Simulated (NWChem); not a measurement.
# BeH2SO; SMILES [Be]([OH])[SH]

```xyz
5

Be     0.0247    -0.6358    -0.0239
O      0.0209    -2.0569    -0.0532
H      0.0055    -2.7609     0.6069
S      0.0642     1.2760    -0.0046
H     -1.2989     1.3441    -0.0119
```
Atoms are numbered in this order, from 1.

Computed with NWChem. Structure relaxed at the PBE-D3(BJ)/def2-SVP level. B3LYP is NWChem's, with the RPA form of VWN correlation. Vertical excitations in the gas phase; the lowest state need not have the same character in each row.

Q: Order these by “lowest excitation, singlet (eV)”, lowest first: Hartree-Fock/def2-SVP, CIS; PBE/def2-SVP, TDA; PBE0/def2-SVP, TDA; B3LYP/def2-SVP, TDA.

A: PBE/def2-SVP, TDA (5.35), B3LYP/def2-SVP, TDA (5.61), PBE0/def2-SVP, TDA (5.88), Hartree-Fock/def2-SVP, CIS (6.56)
